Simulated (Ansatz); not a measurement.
Stepwise reaction of `[NH2][AlH2]` with ammonia, as a gas-phase model of exchange steps in deposition or etching. ΔE in kJ/mol; ΔG adds harmonic PBE0-D4 terms to CCSD(T)/CBS, at 1 bar.

Isolated molecules relaxed with PBE0-D4/def2-TZVP in Ansatz; ΔE leaves out vibrations. CBS: MP2 limit from def2 TZ/QZ plus the TZ coupled-cluster correction, frozen cores. This one scheme is used for every species. DFT in def2-TZVPP. B3LYP here is the variant with VWN-RPA as its local correlation; programs differ in this. Each species was taken in one conformer, which may not be the lowest.

```tsv
step	reaction	PBE-D4	B3LYP-D4	ωB97M-V	CCSD(T)/CBS	ΔG(600 K)
1	`[NH2][AlH2]` + NH₃ → `[NH2][AlH][NH2]` + H₂	-63.2	-67.1	-66.3	-68.7	-69.0
```

(1) Give the row of step 2, `[NH2][AlH][NH2]` + NH₃ → `[NH2][Al]([NH2])[NH2]` + H₂. (Best estimate.)

(2) By hand: ΔE of the 2 steps together at CCSD(T)/CBS.

Results:

(1) Computed: 
| step | reaction | PBE-D4 | B3LYP-D4 | ωB97M-V | CCSD(T)/CBS | ΔG(600 K) |
| --- | --- | --- | --- | --- | --- | --- |
| 2 | `[NH2][AlH][NH2]` + NH₃ → `[NH2][Al]([NH2])[NH2]` + H₂ | -51.4 | -56.8 | -55.2 | -58.7 | -56.3 |

(2) (-68.7) + (-58.7) = -127.4 kJ/mol, or -63.7 kJ/mol a step.

In ΔE each step is higher than the one before. All are downhill at CCSD(T)/CBS. ΔG lies between -69.0 and -56.3 kJ/mol a step. PBE-D4 differs from CCSD(T)/CBS by 5.5 to 7.3 kJ/mol a step. Isolated molecules leave out the surface, adducts and barriers. Largest T1 diagnostic: 0.011.
